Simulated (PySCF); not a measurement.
B(H)(Me)(NMe2) (C3H10BN), SMILES N(C)(BC)C. Atoms are numbered in the order given.

```xyz
15

B      0.7852     0.7461     0.0000
H      1.9956     0.6387     0.0000
C      0.0878     2.1647     0.0000
H      0.8185     2.9857     0.0000
H     -0.5600     2.3004    -0.8836
H     -0.5600     2.3004     0.8836
N      0.0672    -0.4571     0.0000
C     -1.3730    -0.5407     0.0000
C      0.7118    -1.7484     0.0000
H     -1.7417    -1.0838     0.8893
H     -1.7417    -1.0838    -0.8893
H     -1.8220     0.4596     0.0000
H      0.4270    -2.3393    -0.8898
H      0.4270    -2.3393     0.8898
H      1.8016    -1.6226     0.0000
```
Charge 0, spin multiplicity 1.

The structure is a stationary point at PBE0-D3(BJ)/def2-SVP. The geometry has at least one imaginary mode, so it is a saddle point at that level. One conformer was computed; it need not be the lowest.

Calculation: PySCF with ωB97X/def2-TZVP.

The total energy is -199.99510 hartree and the point group is Cs. The highest occupied level is -9.49 eV and the lowest empty level comes out as 2.61 eV. The orbital gap is 12.09 eV, the dipole moment comes out as 1.51 D and the quadrupole, principal values (traceless, Buckingham form, about the centre of nuclear charge) is -1.28, 0.04, 1.24 D·Å. The mean static polarisability comes out as 60.7 bohr³ (9.00 Å³) and the polarisability, principal values is 49.3, 60.5, 72.4 bohr³.
